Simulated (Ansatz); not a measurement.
BH3S (SMILES BS) moved off its minimum; all values from Ansatz (a quantum-chemistry and plane-wave program), cores frozen in correlated methods.
(charge 0, multiplicity 1)
```xyz
5

B     -0.7696    -0.9265     0.0708
H     -0.4069    -2.0320     0.5376
H     -1.8934    -0.6573    -0.1477
S      0.5631     0.3227    -0.0978
H     -0.3833     1.3908    -0.4299
```

**Question.** Give the forces (eV/Å), the total energy and the dipole at CCSD(T)/aug-cc-pV(T+d)Z.

**Answer.** 
```
atom      Fx      Fy      Fz
----  ------  ------  ------
B1     1.514  -0.598   0.846
H2    -0.385   1.079  -0.675
H3    -0.228   0.073  -0.131
S4    -2.610   1.023  -0.456
H5     1.709  -1.578   0.416
```
Energy -424.3313 hartree, dipole 0.82 D.
